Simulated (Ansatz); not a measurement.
Basis sets compared for SnH2Me(OtBu) (C5H14OSn). The state is a singlet with charge 0. Geometry PBE-D4/def2-SVP. Ansatz on 4 threads of AMD EPYC 9R45 on a shared host; times are rough, and most runs start from earlier orbitals.

```xyz
21

C    -2.796    2.156   -0.544
C     0.709   -0.801   -0.100
C     0.554   -1.430    1.295
C     0.719   -1.900   -1.175
C     2.009    0.019   -0.173
O    -0.424    0.009   -0.420
Sn   -1.021    1.665    0.579
H    -1.356    1.275    2.239
H     0.207    2.891    0.479
H    -3.307    3.029   -0.096
H    -3.478    1.285   -0.537
H    -2.513    2.390   -1.588
H     1.385   -2.129    1.522
H     0.549   -0.652    2.087
H    -0.401   -1.990    1.359
H    -0.231   -2.470   -1.140
H     1.563   -2.604   -1.031
H     0.804   -1.442   -2.181
H     2.025    0.813    0.604
H     2.101    0.505   -1.164
H     2.902   -0.620   -0.013
```

In the def2 sets Sn takes a core potential; there is no spin–orbit coupling. Another isomer (singlet) lies 0.33 eV lower at PBE0-D4/def2-TZVP; other spin states weren't run for this one.

Binding counts from free atoms (C triplet, O triplet, Sn triplet, H doublet) in the same basis, without a counterpoise term.

```
           level  functions  energy (Eh)  HOMO (eV)  LUMO (eV)  binding per atom (eV)  wall time
 PBE-D4/def2-SVP        180    -487.9109      -5.52      -0.68                   3.91      1.1 s
PBE0-D4/def2-SVP        180    -487.9642      -7.09       0.21                   3.86      1.4 s
```

(1) Estimate the rows for PBE-D4/def2-TZVP (with forces), PBE0-D4/def2-TZVP.

## Answers

(1) 
```csv
level,functions,energy (Eh),HOMO (eV),LUMO (eV),binding per atom (eV),wall time
PBE-D4/def2-TZVP (with forces),320,-488.2305,-5.72,-0.97,3.88,2.5 s
PBE0-D4/def2-TZVP,320,-488.2759,-7.23,-0.11,3.83,3.2 s
```
